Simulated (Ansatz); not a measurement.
Species: C₃H₈BrSi, net charge 0, doublet state. It need not be the lowest isomer of its formula. 
Geometry from a B3LYP-D3(BJ)/def2-TZVP (Ansatz, an electronic-structure program) optimisation:
```
Si
C 1 1.8344
H 2 1.0844 1 122.53
H 2 1.0844 3 114.66 1 -174.04
C 1 1.8647 2 111.70 3 29.55
H 5 1.0910 1 110.90 2 -55.01
H 5 1.0910 6 108.08 1 121.60
H 5 1.0929 6 108.32 7 117.24
C 1 1.8647 2 111.70 3 156.88
H 9 1.0910 1 110.90 2 55.01
H 9 1.0910 10 108.08 1 -121.60
H 9 1.0929 10 108.32 11 -117.24
Br 1 2.2751 2 106.65 3 -86.79
```
Charge 0, spin multiplicity 2.

Property: atomisation energy (electronic, to ground-state atoms), in eV. Correlated levels leave the core frozen unless marked. Open shells are spin-unrestricted. No spin-orbit coupling. Frozen are the shells of the preceding noble gas and the d and f shells that filled before the atom's block. No relativistic terms. The coupled-cluster limit lacks core correlation, which all-electron functionals hold. CBS marks a two-point X^-3 extrapolation of the correlation energy; Hartree-Fock from the larger set.

```tsv
level	program	atomisation energy (eV)
B3LYP-D4/def2-TZVPD	Ansatz + dftd4	49.23
PBE0-D4/def2-TZVP	Ansatz + dftd4	49.50
RPA@PBE/def2-TZVPP	Ansatz	___
RPA@PBE/def2-QZVPP	Ansatz	___
SCS-MP2/def2-TZVPP	Ansatz	48.36
CCSD(T)/CBS(def2-TZVPP,def2-QZVPP)	Ansatz	49.26
```

**Question.** What belongs in the gaps?

**Answer.** 
- RPA@PBE/def2-TZVPP, atomisation energy (eV): 45.95
- RPA@PBE/def2-QZVPP, atomisation energy (eV): 46.55
